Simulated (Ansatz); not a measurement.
Computed with Ansatz.

Basis-set series for B2H4SSi, SMILES `B1[SiH2]BS1`. Total charge 0; spin multiplicity 1. The geometry is a stationary point of PBE0-D4/def2-TZVP.

```json
{"functional": "PBE0-D4", "basis": "def2-SVP", "functions": "84", "energy (Eh)": "-739.20030", "HOMO (eV)": "-7.71", "LUMO (eV)": "-2.15"}
{"functional": "PBE0-D4", "basis": "def2-QZVPP", "functions": "374", "energy (Eh)": "-739.51531", "HOMO (eV)": "-7.70", "LUMO (eV)": "-2.25"}
{"functional": "ωB97M-V", "basis": "def2-SVP", "functions": "84", "energy (Eh)": "-739.44874", "HOMO (eV)": "-9.77", "LUMO (eV)": "-0.05"}
{"functional": "ωB97M-V", "basis": "def2-QZVPP", "functions": "374", "energy (Eh)": "-739.76495", "HOMO (eV)": "-9.80", "LUMO (eV)": "-0.26"}
```

Q: Give the rows for def2-TZVPP. (An estimate is asked.)

A: The calculation gave: 
| functional | basis | functions | energy (Eh) | HOMO (eV) | LUMO (eV) |
| --- | --- | --- | --- | --- | --- |
| PBE0-D4 | def2-TZVPP | 202 | -739.49093 | -7.69 | -2.23 |
| ωB97M-V | def2-TZVPP | 202 | -739.74218 | -9.79 | -0.21 |
